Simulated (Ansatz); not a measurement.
Ansatz (a quantum-chemistry and plane-wave program) input for Si(F)(Cl)(Me)(OH) (CH4ClFOSi), SMILES [Si](Cl)(C)(F)O, PBE0/def2-SVPD. The structure is a stationary point at B3LYP-D3(BJ)/def2-SVP. This is a generated structure with no PubChem entry under its InChIKey; it may be hypothetical. Other conformers were not sampled.

Ansatz 0.2 input:
```yaml
crystal:
  periodic: [false, false, false]
  atoms:
    - {symbol: C, position_ang: [1.80254155, -0.19108610, -0.79676143]}
    - {symbol: Si, position_ang: [0.02309969, -0.01990621, -0.34443097]}
    - {symbol: O, position_ang: [-0.83004204, -1.28001018, -0.96913978]}
    - {symbol: F, position_ang: [-0.57509298, 1.37542739, -0.91839943]}
    - {symbol: Cl, position_ang: [-0.23980594, 0.07839896, 1.70760409]}
    - {symbol: H, position_ang: [2.22186433, -1.11261040, -0.36547928]}
    - {symbol: H, position_ang: [2.37955667, 0.66593632, -0.41794253]}
    - {symbol: H, position_ang: [1.91454206, -0.23460457, -1.89148251]}
    - {symbol: H, position_ang: [-1.76173384, -1.36506498, -0.73304970]}
basis:
  gaussian:
    orbitals: def2-SVPD
hamiltonian:
  xc: {name: PBE0}
```

Program output:

```
Functional definition: PBE0
integrals: 0.09 GiB planned
1326 factors; their error is unknown
mean field: 0.73 GiB planned
mean field evaluation 1: about -26239.4487 eV, gradient 6.6e1 eV
mean field evaluation 2: about -26231.3799 eV, gradient 9.3e1 eV
mean field evaluation 4: about -26247.5537 eV, gradient 2.8e0 eV
mean field evaluation 8: about -26247.5681 eV, gradient 5.9e-2 eV
mean field evaluation 16: about -26247.7312 eV, gradient 1.9e-5 eV
mean field -26247.73116047 eV, -964.5863287961 hartree, gradient 1.9e-5 eV, S^2 0.000000; 0 other end points of the search recorded, 0 dependent functions left out
reference -26247.73119941 eV, -964.5863302269 hartree; 29, 29 occupied and 120, 120 virtual orbitals, 1326 factors
Total energy: -26247.73119941 eV, -964.5863302269 hartree
```

The run converged.
